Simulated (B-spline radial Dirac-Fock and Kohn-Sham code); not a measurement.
**Form factor and incoherent scattering function of Tm³¹⁺**

System: the Tm³¹⁺ ion in the configuration 1s2 2s2 2p6 3s2 3p6 3d10 4s2 4p6 4d2.

Level of theory: configuration-average Dirac-Fock orbitals; a radial B-spline solver. f₀ is the Fourier transform of the spherical electron density, S the Waller-Hartree incoherent function, and s = sin θ/λ. The electron scattering factor follows from the Mott-Bethe formula f_e = 0.023934 Å⁻¹·(Z − f₀)/s².

```tsv
s (Å⁻¹)	f₀	S	f_e (Å)
0	38.000	0.000	–
0.06	37.910	0.084	206.698
0.08	37.840	0.150	116.529
0.1	37.751	0.233	74.792
0.12	37.642	0.334	52.120
0.15	37.443	0.517	33.568
0.18	37.203	0.737	23.489
0.22	36.820	1.084	15.913
0.27	36.249	1.594	10.753
0.34	35.292	2.428	6.979
0.41	34.180	3.368	4.958
0.51	32.389	4.819	3.369
0.63	30.056	6.621	2.348
0.77	27.283	8.677	1.684
0.95	23.940	11.137	1.195
1.17	20.501	13.815	0.848
1.44	17.303	16.600	0.597
1.77	14.444	19.327	0.417
2.18	11.638	22.030	0.289
2.68	8.871	24.746	0.200
3.3	6.584	27.434	0.137
4.06	5.196	29.893	0.093
5	4.322	32.035	0.062
```

f₀ starts at the number of electrons, 38, and has fallen to half at s ≈ 1.30 Å⁻¹. The sum of ⟨r²⟩ over the electrons is 3.405 bohr². For an ion f_e diverges as s goes to zero, because of the net charge.

Values without a named source are computed, but for edge energies of neutral atoms, which are taken from tables.
